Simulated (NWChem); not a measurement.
System: BiI2 cation; SMILES [I][Bi+][I]

NWChem printed, in part:

```
             Northwest Computational Chemistry Package (NWChem) 7.3.0
             --------------------------------------------------------

                             Geometry "geometry" -> ""
                             -------------------------

 Output coordinates in angstroms (scale by  1.889725989 to convert to a.u.)

  No.       Tag          Charge          X              Y              Z
 ---- ---------------- ---------- -------------- -------------- --------------
    1 Bi                  83.0000     0.00000000     0.00000000     0.94271100
    2 I                   53.0000    -2.12253200     0.00000000    -0.75661700
    3 I                   53.0000     2.12253200     0.00000000    -0.75661700

 Effective nuclear repulsion energy (a.u.)    2062.4581296113

                                 NWChem DFT Module
                                 -----------------

 Summary of "ao basis" -> "ao basis" (spherical)
 ------------------------------------------------------------------------------
       Tag                 Description            Shells   Functions and Types
 ---------------- ------------------------------  ------  ---------------------
 Bi                        def2-svpd                12       32   5s4p3d
 I                         def2-svpd                13       35   5s5p3d

            General Information
            -------------------
          SCF calculation type: DFT
          Wavefunction type:  closed shell.
          No. of atoms     :     3
          No. of electrons :    72
           Alpha electrons :    36
            Beta electrons :    36
          Charge           :     1
          Spin multiplicity:     1
          Use of symmetry is: off; symmetry adaption is: off
          Maximum number of iterations: 150
          AO basis - number of functions:   102
                     number of shells:    38
          Convergence on energy requested:  1.00D-06
          Convergence on density requested:  1.00D-05
          Convergence on gradient requested:  5.00D-04

              XC Information
              --------------
                         B3LYP Method XC Potential
                     Hartree-Fock (Exact) Exchange  0.200
                        Slater Exchange Functional  0.800 local
                    Becke 1988 Exchange Functional  0.720 non-local
              Lee-Yang-Parr Correlation Functional  0.810
                  VWN I RPA Correlation Functional  0.190 local

             Grid Information
             ----------------
          Grid used for XC integration:  medium
          Radial quadrature: Mura-Knowles
          Angular quadrature: Lebedev.
          Tag              B.-S. Rad. Rad. Pts. Rad. Cut. Ang. Pts.
          ---              ---------- --------- --------- ---------
          Bi                  1.60      123          13.0       590
          I                   1.40      123          16.0       590
          Grid pruning is: on
          Number of quadrature shells:   369
          Spatial weights used:  Erf1

      Superposition of Atomic Density Guess
      -------------------------------------

 Sum of atomic energies:        -939.67181123

 Renormalizing density from      73.00 to     72

      Non-variational initial energy
      ------------------------------

 Total energy =    -804.061323
 1-e energy   =   -1983.006891
 2-e energy   =     877.218021
 HOMO         =      -0.567842
 LUMO         =      -0.355546

   convergence    iter        energy       DeltaE   RMS-Dens  Diis-err
 ---------------- ----- ----------------- --------- --------- ---------
 d= 0,ls=0.0,diis     1   -809.9452369341 -1.11D+03  3.01D-02  1.05D+00
 d= 0,ls=0.0,diis     2   -809.1741086160  7.71D-01  2.49D-02  4.32D+00
 d= 0,ls=0.0,diis     3   -810.0730128061 -8.99D-01  5.23D-03  1.23D-01
 d= 0,ls=0.0,diis     4   -810.0985748508 -2.56D-02  8.43D-04  5.94D-03
 d= 0,ls=0.0,diis     5   -810.0996428469 -1.07D-03  2.37D-04  5.25D-04
  Resetting Diis
 d= 0,ls=0.0,diis     6   -810.0997388078 -9.60D-05  6.66D-05  3.53D-05
 d= 0,ls=0.0,diis     7   -810.0997468599 -8.05D-06  3.55D-05  1.36D-06
 d= 0,ls=0.0,diis     8   -810.0997460282  8.32D-07  2.77D-05  5.12D-06
 d= 0,ls=0.0,diis     9   -810.0997471079 -1.08D-06  4.94D-06  2.24D-07
 d= 0,ls=0.0,diis    10   -810.0997471519 -4.40D-08  4.62D-07  7.46D-10

         Total DFT energy =     -810.099747151882
      One electron energy =    -1996.737093748639
           Coulomb energy =      946.559987190418
    Exchange-Corr. energy =      -61.650186779369
 Nuclear repulsion energy =      301.727546185708

 Numeric. integr. density =       72.000000176925

                       DFT Final Molecular Orbital Analysis
                       ------------------------------------

[...]

 DFT Linear Response polarizability / au
 Frequency  =       0.0000000 / au
              X              Y              Z
 -----------------------------------------------
 X     167.7003789     -0.0000011     -0.0000026
 Y      -0.0000011     69.9844868     -0.0000002
 Z      -0.0000026     -0.0000002     99.4065347
 -----------------------------------------------
 Eigenvalues =     167.7003789     69.9844868     99.4065347
 Isotropic   =     112.3638001
 Anisotropic =      86.8277077
 -----------------------------------------------

 Magnetic Dipole Response Matrix (nonzero elements):

 Exiting AOResponse driver routine
```

Level: B3LYP/def2-SVPD with def2 effective core potentials on I, Bi. All runs use the structure optimised with PBE0/def2-SVP. B3LYP is NWChem's, with the RPA form of VWN correlation. def2 effective core potentials on I, Bi; no spin-orbit coupling.

### Question
Write an input that gives this output.

### Answer
Several could match; the one computed here: the input that was run:
```
start job
memory heap 200 mb stack 900 mb global 1100 mb
charge 1
geometry units angstroms noautosym nocenter noautoz
  Bi     0.000000     0.000000     0.942711
  I     -2.122532     0.000000    -0.756617
  I      2.122532     0.000000    -0.756617
end
basis spherical
  * library def2-svpd
end
ecp
  I library def2-ecp
  Bi library def2-ecp
end
dft
  xc b3lyp
  iterations 150
end
property
  response 1 0.0
end
task dft property
```
